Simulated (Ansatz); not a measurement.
Total energies of `CB1C[SiH2]O1`.

| atom | x (Å) | y (Å) | z (Å) |
| --- | --- | --- | --- |
| C1 | -0.320 | 1.714 | -0.903 |
| B2 | 0.076 | 0.424 | -0.126 |
| C3 | -0.659 | -1.006 | -0.001 |
| Si4 | 0.839 | -1.292 | 1.055 |
| O5 | 1.220 | 0.308 | 0.641 |
| H6 | -0.430 | 1.496 | -1.971 |
| H7 | 0.405 | 2.521 | -0.783 |
| H8 | -1.301 | 2.070 | -0.572 |
| H9 | -0.745 | -1.568 | -0.933 |
| H10 | -1.634 | -0.986 | 0.487 |
| H11 | 0.665 | -1.444 | 2.523 |
| H12 | 1.883 | -2.237 | 0.583 |

Charge 0, multiplicity 1. All single points use the PBE0-D4/def2-TZVP geometry. Basis def2-TZVPP, the Gaussian-basis code of Ansatz.

RPA on PBE orbitals: Hartree–Fock energy of these orbitals -468.41010 Eh, correlation -1.33482 Eh (frozen core).

```csv
functional,energy without D4 (Eh),D4 term (kJ/mol)
B3LYP,-470.19090,-38.0
r2SCANh,-470.02167,-6.2
```

Problem. Give the same for LDA (SPW92), PBE, revPBE, BLYP, r2SCAN, B97M-V, PBE0, r2SCAN0, HSE06 (plane-wave form), BHLYP, CAM-B3LYP, LC-ωPBE, ωB97X-V, ωB97M-V, B2PLYP, PBE-QIDH. (Estimate.)

Solution. The calculation gave: 
```json
{"functional": "LDA (SPW92)", "energy without D4 (Eh)": "-467.41619", "D4 term (kJ/mol)": "–"}
{"functional": "PBE", "energy without D4 (Eh)": "-469.76916", "D4 term (kJ/mol)": "-23.6"}
{"functional": "revPBE", "energy without D4 (Eh)": "-470.03660", "D4 term (kJ/mol)": "-74.0"}
{"functional": "BLYP", "energy without D4 (Eh)": "-470.07902", "D4 term (kJ/mol)": "-52.2"}
{"functional": "r2SCAN", "energy without D4 (Eh)": "-470.03034", "D4 term (kJ/mol)": "-5.8"}
{"functional": "B97M-V", "energy without D4 (Eh)": "-470.08196", "D4 term (kJ/mol)": "–"}
{"functional": "PBE0", "energy without D4 (Eh)": "-469.82202", "D4 term (kJ/mol)": "-19.9"}
{"functional": "r2SCAN0", "energy without D4 (Eh)": "-470.00969", "D4 term (kJ/mol)": "-6.8"}
{"functional": "HSE06 (plane-wave form)", "energy without D4 (Eh)": "-469.80512", "D4 term (kJ/mol)": "-18.5"}
{"functional": "BHLYP", "energy without D4 (Eh)": "-470.06312", "D4 term (kJ/mol)": "-28.3"}
{"functional": "CAM-B3LYP", "energy without D4 (Eh)": "-470.07891", "D4 term (kJ/mol)": "-20.1"}
{"functional": "LC-ωPBE", "energy without D4 (Eh)": "-469.95475", "D4 term (kJ/mol)": "–"}
{"functional": "ωB97X-V", "energy without D4 (Eh)": "-470.06294", "D4 term (kJ/mol)": "–"}
{"functional": "ωB97M-V", "energy without D4 (Eh)": "-470.05986", "D4 term (kJ/mol)": "–"}
{"functional": "B2PLYP", "energy without D4 (Eh)": "-469.88883", "D4 term (kJ/mol)": "–"}
{"functional": "PBE-QIDH", "energy without D4 (Eh)": "-469.71430", "D4 term (kJ/mol)": "–"}
```

B3LYP takes the VWN-RPA correlation (the form of Gaussian; ORCA's B3LYP/G). HSE06 is the plane-wave form, built on full-range PBE exchange. The double hybrids freeze the cores in their second-order part.

LC-ωPBE has ω = 0.4 bohr⁻¹.
